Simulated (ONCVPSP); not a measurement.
What one change does to a pseudopotential (nickel, ONCV)

ONCVPSP 4.0.1 input, shortened (lines: element, Z, core and valence counts, functional; n l f; lmax; l rc ep ncon nbas qcut; lloc lpopt rc5 dvloc0; l nproj debl; icmod fcfact rcfact), PBE, scalar-relativistic:

```
  Ni 28.00    3    4        4      upf
    1    0    2.00
    2    0    2.00
    2    1    6.00
    3    0    2.00
    3    1    6.00
    3    2    8.00
    4    0    2.00
    2
    0    1.40    0.00    4    7    9.40
    1    1.15    0.00    4    9   15.00
    2    1.05    0.00    4    9   12.30
    4    5    0.70    0.00
    0    3    1.60
    1    3    2.00
    2    2    1.00
    4    0.65    0.00
```

In the p channel the program set the typed energies aside and used -2.623, 0.250, 2.250 Ha.

All-electron outer shells of the reference configuration (PBE, scalar-relativistic, ld1.x):

| shell | level (eV) | outermost node (bohr) | outermost maximum (bohr) |
| --- | --- | --- | --- |
| 2p | -844.68 | – | 0.16 |
| 3s | -111.06 | 0.30 | 0.64 |
| 3p | -71.39 | 0.27 | 0.65 |
| 3d | -8.87 | – | 0.63 |
| 4s | -5.64 | 0.92 | 2.24 |

Change: s: qcut 9; p: qcut 14.3; d: qcut 11.8.

Cutoffs: the cutoffs (Ha) at which the residual kinetic energy of the hardest occupied pseudo-wave falls to 1 and 0.1 mHa per electron; they do not see the model core or the augmentation charge, which bear on the density cutoff. Errors are all-electron minus pseudo energies relative to the spin-unpolarised reference configuration.

Task: How do hardness, ghosts and transferability respond?

Result: The potential gets neither clearly harder nor softer (70 Ha and 170 Ha → 69 Ha and 251 Ha); the d channel sets the loose cutoff, while the largest relative change is in s, which becomes softer; the errors of the 4 common tests hardly move; neither file shows a bound ghost.

| quantity | base | changed |
| --- | --- | --- |
| cutoff, loose | 70 Ha | 69 Ha |
| cutoff, tight | 170 Ha | 251 Ha |
| loose cutoff by channel | s 22 Ha, p 43 Ha, d 70 Ha | s 16 Ha, p 44 Ha, d 69 Ha |
| bound ghosts | none | none |
| GHOST(+) flags under 300 eV | none | none |
| error for 3s2 3p6 3d8 4s1, meV [ΔE 9.32 eV] | -0.9 | -1.0 |
| error for 3s2 3p6 3d8 4s0, meV [ΔE 26.67 eV] | -0.6 | -0.7 |
| error for 3s2 3p6 3d7 4s0, meV [ΔE 64.14 eV] | -4.9 | -4.7 |
| error for 3s2 3p6 3d8.5 4s1.5, meV [ΔE -1.18 eV] | +1.1 | +1.2 |
| s: phases at 1.42 bohr within 0.05 rad from the reference energy up to (Ha; the scan ends near 5) | to the end of the scan | to the end of the scan |
| p: phases at 1.17 bohr within 0.05 rad from the reference energy up to (Ha; the scan ends near 5) | to the end of the scan | to the end of the scan |
| d: phases at 1.06 bohr within 0.05 rad from the reference energy up to (Ha; the scan ends near 5) | to the end of the scan | to the end of the scan |
| rms error of d²Exc/dni dnj with the model core, mHa | 0.96 | 0.95 |
